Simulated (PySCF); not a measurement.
# `N#CC[Si@@H](F)[Si@H](F)[SiH3]`, C$_{2}$H$_{7}$F$_{2}$NSi$_{3}$

Molfile (atoms numbered from 1):
```
C2H7F2NSi3
     RDKit          3D

 15 14  0  0  0  0  0  0  0  0999 V2000
   -1.1924    2.7242   -0.3192 N   0  0  0  0  0  0  0  0  0  0  0  0
   -1.4317    1.6486   -0.6296 C   0  0  0  0  0  0  0  0  0  0  0  0
   -1.7058    0.2932   -0.9766 C   0  0  0  0  0  0  0  0  0  0  0  0
   -1.3336   -0.9168    0.4773 Si  0  0  1  0  0  4  0  0  0  0  0  0
   -1.4610   -2.3522   -0.2760 F   0  0  0  0  0  0  0  0  0  0  0  0
    0.8633   -0.7406    1.1757 Si  0  0  2  0  0  4  0  0  0  0  0  0
    0.7833    0.1181    2.5526 F   0  0  0  0  0  0  0  0  0  0  0  0
    2.3767    0.3185   -0.2370 Si  0  0  0  0  0  4  0  0  0  0  0  0
   -2.7515    0.2128   -1.2787 H   0  0  0  0  0  0  0  0  0  0  0  0
   -1.0908    0.0241   -1.8388 H   0  0  0  0  0  0  0  0  0  0  0  0
   -2.5080   -0.9242    1.3479 H   0  0  0  0  0  0  0  0  0  0  0  0
    1.3111   -2.0311    1.7164 H   0  0  0  0  0  0  0  0  0  0  0  0
    1.9412    1.6765   -0.5659 H   0  0  0  0  0  0  0  0  0  0  0  0
    3.7276    0.3929    0.3242 H   0  0  0  0  0  0  0  0  0  0  0  0
    2.4673   -0.4361   -1.4941 H   0  0  0  0  0  0  0  0  0  0  0  0
  1  2  3  0
  2  3  1  0
  3  4  1  0
  4  5  1  0
  4  6  1  0
  6  7  1  0
  6  8  1  0
  3  9  1  0
  3 10  1  0
  4 11  1  1
  6 12  1  1
  8 13  1  0
  8 14  1  0
  8 15  1  0
M  END
```

Level of theory: TDDFT CAM-B3LYP/def2-SVPD circular dichroism and optical rotation, one conformer, gas phase in PySCF 2.14.0. Geometry: GFN2-xTB.

The molecule is flexible and this is one conformer; a measurement averages over conformers.

Stereocentres: Si4 S, Si6 R.

What is the specific rotation at 633, 589.3, 546, 436, 405, 365, 355 nm?

[α] in deg dm⁻¹ (g/mL)⁻¹:
```
λ (nm)  origin-invariant length gauge  modified velocity gauge  length gauge (centre of mass)  isotropic polarisability (au)
   633                         -138.5                   -136.7                         -136.5                          109.6
 589.3                         -161.4                   -159.1                         -159.1                          110.1
   546                         -190.3                   -187.3                         -187.6                          110.7
   436                         -310.2                   -303.4                         -305.6                          113.5
   405                         -363.4                   -354.2                         -358.0                          114.8
   365                         -449.6                   -434.5                         -442.6                          117.1
   355                         -473.8                   -456.4                         -466.2                          117.9
```

And for the mirror image at 589.3 nm?

+161.4 deg dm⁻¹ (g/mL)⁻¹ (origin-invariant length gauge): the same size and the opposite sign.

What is the molar rotation [Φ] = [α]·M/100 of the geometry above at 589.3 nm?

With M = 167.34 g/mol, -270.1 deg cm² dmol⁻¹ (origin-invariant length gauge).

The first excitation lies at 5.56 eV (223 nm) with R = +33.2 × 10⁻⁴⁰ esu² cm² (velocity form).
